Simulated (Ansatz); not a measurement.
Reaction (redistribution): `C#C[SiH2]C(=O)O` + `OC[SiH2][SeH]` → `O=C(O)[SiH2][SeH]` + `C#C[SiH2]CO`

Isolated molecules relaxed with PBE0-D4/def2-TZVP in Ansatz; ΔE leaves out vibrations. CCSD(T)/CBS is the MP2 limit (def2-TZVPP, def2-QZVPP) plus CCSD(T) − MP2 in def2-TZVPP, frozen cores. Functionals use def2-TZVPP. B3LYP here is the variant with VWN-RPA as its local correlation; programs differ in this. For Se outer-core shells are correlated without core-valence functions, which leaves a few kJ/mol of doubt a bond. Scalar relativity is left out up to krypton. Each species was taken in one conformer, which may not be the lowest.

`C#C[SiH2]C(=O)O`:

Cartesian coordinates in Å:
```
C 0.523 -1.106 2.373
C -0.065 -0.536 1.488
Si -0.946 0.323 0.153
C 0.115 0.497 -1.438
O -0.328 1.043 -2.415
O 1.351 -0.018 -1.388
H 1.045 -1.611 3.153
H -2.156 -0.434 -0.239
H -1.299 1.699 0.567
H 1.762 0.143 -2.254
```

`OC[SiH2][SeH]`:

Z-matrix (Å, degrees):
```
C
Si 1 1.886
O 1 1.414 2 109.1
H 1 1.100 2 108.7 3 -122.7
H 1 1.102 2 107.7 3 121.8
Se 2 2.279 1 113.5 3 64.5
H 2 1.487 1 107.6 3 -173.6
H 2 1.483 1 110.2 3 -53.0
H 3 0.960 1 109.0 2 -175.7
H 6 1.469 2 92.8 1 74.8
```

`O=C(O)[SiH2][SeH]`:

```xyz
9

O    -1.742    1.255   -0.539
C    -0.936    0.594    0.058
O    -0.745    0.702    1.386
Si    0.212   -0.720   -0.752
Se    2.397   -0.160   -0.485
H    -1.353    1.386    1.711
H    -0.101   -2.038   -0.147
H    -0.052   -0.705   -2.205
H     2.320   -0.314    0.974
```

`C#C[SiH2]CO`:

Cartesian coordinates in Å:
```
C 0.632 -2.257 0.987
C 0.470 -1.062 0.948
Si 0.192 0.739 0.774
C -0.677 0.956 -0.889
O 0.013 0.284 -1.929
H 0.780 -3.312 1.038
H -0.645 1.220 1.904
H 1.510 1.420 0.795
H -1.723 0.624 -0.814
H -0.704 2.015 -1.160
H 0.153 -0.628 -1.654
```

| level | ΔE (kJ/mol) |
| --- | --- |
| PBE-D4 | -7.1 |
| B3LYP-D4 | -5.2 |
| PBE | -6.2 |
| HF/def2-TZVPP | -0.7 |
| CCSD/def2-TZVPP | -3.9 |
| HF/def2-QZVPP | -0.5 |
| SCS-MP2/def2-QZVPP | -3.9 |
| MP2/CBS(def2) | -4.7 |

What does CCSD(T)/CBS give? (An estimate is asked.)

Ansatz gave: -4.7 kJ/mol. The listed levels differ from it by -2.4, -0.5, -1.5, 4.0, 0.8, 4.2, 0.8, 0.0 kJ/mol.

Largest T1 diagnostic among the species: 0.016.

In def2-TZVPP, CCSD(T) changes the Hartree–Fock value by −4.2 kJ/mol (the triples alone add −1.0 kJ/mol) and MP2 by −4.2 kJ/mol.
